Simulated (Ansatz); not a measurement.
CH4F2OSi (`OC[SiH](F)F`), relaxed with RKS PBE0-D4/def2-TZVP in Ansatz 0.2.0 from a PBE-D4/def2-SVP geometry. The force threshold is 0.005 eV/Å; the program also tests the step.

Total charge 0; spin multiplicity 1.

Start:

```xyz
9

O     1.060    1.325    0.388
C     0.142    0.340    0.850
Si   -0.370   -0.787   -0.572
F     0.835   -1.792   -1.012
F    -0.593    0.254   -1.821
H     0.664    1.731   -0.408
H    -0.773    0.778    1.329
H     0.647   -0.245    1.648
H    -1.612   -1.603   -0.402
```

```tsv
step	energy (eV)	largest force (eV/Å)	largest move (Å)
1	-16456.0546	1.393	0.000
2	-16456.1221	0.847	0.034
3	-16456.1509	0.103	0.037
4	-16456.1520	0.024	0.017
5	-16456.1527	0.028	0.023
6 (rejected)	-16456.1219	1.170	0.059
7	-16456.1531	0.016	0.029
8	-16456.1532	0.009	0.009
9	-16456.1533	0.004	0.007
```

End:

```xyz
9

O     1.094    1.298    0.428
C     0.126    0.336    0.817
Si   -0.372   -0.782   -0.593
F     0.827   -1.724   -1.030
F    -0.687    0.168   -1.834
H     0.756    1.788   -0.327
H    -0.768    0.806    1.256
H     0.577   -0.260    1.617
H    -1.554   -1.630   -0.335
```

Hardware: 4 threads of an Arm Neoverse V2 on a shared host. Wall time 19 s, peak host memory 0.42 GiB.
